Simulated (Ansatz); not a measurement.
# One reagent, a row of partners

Four-centre ligand exchange: GeH₄O ([OH][GeH3]) meets different reagents, and the same bond of it breaks. Each row is one chosen step, not always the lowest open to these reactants.

Gas-phase electronic energies, without zero-point energy, by CCSD(T) at an estimated basis limit (MP2 extrapolated from triple and quadruple zeta, plus CCSD(T) − MP2 in triple zeta); Ansatz 0.2.0, def2-TZVPP and QZVPP, frozen cores, on PBE0-D4/def2-TZVP structures. Extrapolation: Hartree–Fock as exp(−7.88 √X), correlation as X^−2.97. All energies, in kJ/mol, count from the separated reactants, without counterpoise correction; the start and end structures are the complexes reached by relaxing down from the saddle, and deeper ones may exist. Brackets give SMILES, or, where every atom is bracketed, only which atoms are joined. Steps whose reference was doubtful or whose search ended elsewhere are left out.

| reactants | products | broken | formed | start structure | saddle | end structure | saddle by PBE0-D4/TZ |
| --- | --- | --- | --- | --- | --- | --- | --- |
| GeH₄O ([OH][GeH3]) + HBr | GeH₃Br ([GeH3][Br]) + H₂O | Br–H, Ge–O | Br–Ge, H–O | -23.2 | 30.0 | -77.8 | 10.8 |
| GeH₄O ([OH][GeH3]) + AsH₃ | GeAsH₅ ([GeH3][AsH2]) + H₂O | As–H, Ge–O | As–Ge, H–O | -6.2 | 153.2 | -30.2 | 132.5 |
| GeH₄O ([OH][GeH3]) + PH₃ | GePH₅ ([PH2][GeH3]) + H₂O | Ge–O, H–P | Ge–P, H–O | -9.5 | 203.4 | -19.2 | 173.9 |
| GeH₄O ([OH][GeH3]) + H₂ | GeH₄ + H₂O | Ge–O, H–H | Ge–H, H–O | -2.9 | 205.9 | -10.0 | 177.3 |
| GeH₄O ([OH][GeH3]) + NH₃ | GeNH₅ ([NH2][GeH3]) + H₂O | Ge–O, H–N | Ge–N, H–O | -16.7 | ? | -5.6 | 95.9 |
| GeH₄O ([OH][GeH3]) + CH₄ | CH₆Ge ([CH3][GeH3]) + H₂O | C–H, Ge–O | C–Ge, H–O | -5.1 | 264.2 | 25.7 | 240.6 |

Question: Fit a straight line of the saddle against the PBE0-D4 saddle to the 5 complete rows, and use it to predict the missing value.

Answer: Means: x̄ = 147.0, ȳ = 171.3. Σ(x − x̄)(y − ȳ) = 30110 and Σ(x − x̄)² = 29160, so the slope is 1.033 (correlation 1.00). For x = 95.9: y = 171.3 + 1.033 × (95.9 − (147.0)) = 118.5 kJ/mol. The calculation gives 114.4 kJ/mol, so the line misses by 4.1 kJ/mol.

Above its own start structure that saddle lies 131.1 kJ/mol.

Question: How do the PBE0-D4 saddles lie against the coupled-cluster estimate?

Answer: All lower, by 18.5 to 29.5 kJ/mol.

No T1 diagnostic of these runs exceeds 0.014. The filled d shells of As, Br, Ge are correlated in sets not built for that, so values that involve them are less sure.

For scale, one of the runs: CCSD(T)/def2-TZVPP, 225 basis functions, launched by `ansatz run in.yaml --threads 8 --pin off --events-out ev --progress --plain --max-ram 19148MiB`. Time: 98 s of wall clock on 8 CPU threads of an Arm Neoverse V1; the host was shared. Peak host memory: 3.8 GiB.
